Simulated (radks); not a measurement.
Valence configurations of Tl. Method: scalar-relativistic Kohn-Sham, PBE, spin-polarised, spherical densities, point nucleus; open shells are filled with parallel spins first (spin-orbit coupling, left out, can overturn this in heavy ions); computed with a radial shooting solver on a logarithmic mesh with Libxc functionals. Energies are relative to [Hg] 6p1; eigenvalues in eV for spin up.

| valence | E (eV) | moment (Bohr magnetons) | e(4f) | e(5d) | e(6p) | e(6s) |
|---|---|---|---|---|---|---|
| [Hg] 6p1 | 0.000 | 1 | -113.98 | -15.480 | -2.614 | -9.741 |
| [Xe] 4f14 5d10 6s1 6p2 | 6.276 | 3 | -115.65 | -17.234 | -3.685 | -11.322 |
| [Xe] 4f14 5d9.5 6s2 6p1.5 | 6.695 | 2 | -116.81 | -17.788 | -3.300 | -10.974 |
| [Xe] 4f14 5d9 6s2 6p2 | 13.994 | 3 | -119.63 | -20.042 | -3.943 | -12.131 |
| [Xe] 4f14 5d8 6s2 6p3 | 30.347 | 5 | -125.26 | -24.457 | -5.137 | -14.292 |
| [Xe] 4f13.5 5d8.5 6s2 6p3 | 82.795 | 5 | -131.99 | -25.168 | -5.144 | -14.344 |
| [Xe] 4f13.5 5d7.5 6s2 6p4 | 104.52 | 5 | -138.08 | -29.832 | -6.060 | -16.256 |
| [Xe] 4f13 5d9 6s2 6p3 | 137.82 | 5 | -138.81 | -25.878 | -5.151 | -14.393 |
| [Xe] 4f12.5 5d8.5 6s2 6p4 | 219.19 | 5 | -151.94 | -31.371 | -6.068 | -16.362 |
| [Xe] 4f12 5d9 6s2 6p4 | 280.48 | 5 | -158.99 | -32.140 | -6.072 | -16.411 |

NIST lists [Hg] 6p1 as the ground configuration; this level of theory agrees among the configurations tried. The energies are those of spherical high-spin densities, not of single terms.
